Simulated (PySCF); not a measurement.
# Ionisation of MnCl3

System: MnCl3, `[Cl][Mn]([Cl])[Cl]` (Cl3Mn, quintet). Optimised structure (Å), atoms numbered from 1:
```
Mn   -0.1521    0.0053   -0.0123
Cl    1.9787   -0.0137   -0.0087
Cl   -0.8956    2.0184   -0.0122
Cl   -0.9112   -2.0013   -0.0126
```

Computed at PBE0-D3(BJ)/ma-def2-SVP // BP86-D3(BJ)/def2-SVP with PySCF (density fitting, grid level 2). The prefix ma- adds one diffuse s and one diffuse p function on all atoms but H. Zero-point and thermal terms (298.15 K, 1 bar) come from unscaled GFN2-xTB harmonic frequencies, with soft modes damped to free rotors in the entropy. These were taken at the GFN2-xTB minima.

Frontier levels of the parent: HOMO -9.10 eV, LUMO -6.24 eV.

Oxidation to the quartet cation:
- Vertical ionisation energy (electronic): 11.09 eV
- Adiabatic ionisation energy (with zero-point energy): 10.94 eV
- Adiabatic, electronic part: 10.91 eV
- Vertical gap at the product's structure: 10.53 eV
- Inner reorganisation energy (four-point): 568 meV
- Relaxation of product / of parent: 187 / 382 meV
- ⟨S²⟩ of the product: 4.092
- Largest spin populations: Mn1 3.55, Cl2 -0.18, Cl3 -0.18, Cl4 -0.18
- Largest changes of atomic charge: Cl3 0.37, Cl4 0.37, Cl2 0.29
- Distances that move most (Å): Mn1–Cl3 2.146 → 2.064; Mn1–Cl4 2.145 → 2.064; Mn1–Cl2 2.131 → 2.062

Oxidation to the sextet cation:
| Property | Result |
| --- | --- |
| Vertical ionisation energy (electronic) | 11.53 eV |
| Adiabatic ionisation energy (with zero-point energy) | 10.95 eV |
| Adiabatic, electronic part | 10.95 eV |
| Vertical gap at the product's structure | 10.51 eV |
| Inner reorganisation energy (four-point) | 1024 meV |
| Relaxation of product / of parent | 586 / 438 meV |
| ⟨S²⟩ of the product | 9.011 |
| Largest spin populations | Mn1 4.25, Cl3 0.48, Cl2 0.44, Cl4 -0.17 |
| Largest changes of atomic charge | Cl3 0.40, Cl2 0.33, Cl4 0.23 |
| Distances that move most (Å) | Mn1–Cl3 2.146 → 2.238; Mn1–Cl2 2.131 → 2.214; Mn1–Cl4 2.145 → 2.100 |

Caveats: an optimisation stopped short of convergence; ma-def2-SVP is a small basis, whose errors can reach tens of kJ/mol; spin-orbit coupling is left out of the energies, which matters for open shells on the heavier atoms; the product is spin contaminated; Cl3 and Cl4 are equivalent in the parent, but the relaxed sextet cation is symmetry-broken (C2v to Cs), which is often an artefact of the method; its spin populations, distances and adiabatic value belong to that structure.
